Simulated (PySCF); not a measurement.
**From computed data to an observable: chemical shift, span and skew from a shielding tensor**

Al(H)(Cl)(OMe) (CH4AlClO), SMILES C[O][AlH][Cl]. Atoms are numbered in the order given.

```xyz
8

Al    -0.9093    -0.1785     0.0000
H     -2.4542    -0.4924     0.0000
Cl     0.5570    -1.7060     0.0000
O     -0.4153     1.4512     0.0000
C      0.7905     2.1722     0.0000
H      0.8480     2.8289    -0.8966
H      1.6898     1.5145     0.0000
H      0.8480     2.8289     0.8966
```

The structure is a stationary point at PBE-D3(BJ)/def2-SVP. The values are those of a single conformer.

GIAO shieldings from PySCF with PBE0/pcSseg-1, non-relativistic, no solvent. The symmetric part of the tensor of C5 has the principal values 97.2, 105.9, 179.7 ppm. The same nucleus in TMS has σ = 186.3 ppm at this level (PySCF, at its B3LYP-D3(BJ)/def2-TZVP geometry). Without spin–orbit terms, shifts of atoms bonded to Cl or Br come out too high.

Question: Work out the isotropic shielding, the ¹³C shift against TMS, the span and the skew.

Answer: 
σ(iso) = (σ11 + σ22 + σ33)/3 = 127.6 ppm. δ = σ(ref) − σ(iso) = 186.3 − (127.6) = 58.7 ppm.
Span Ω = σ33 − σ11 = 82.5 ppm. Skew κ = 3(σ(iso) − σ22)/Ω = 0.79. Tumbling in solution averages the tensor to δ; in a static solid the shielding alone would spread this spin-1/2 line over Ω.
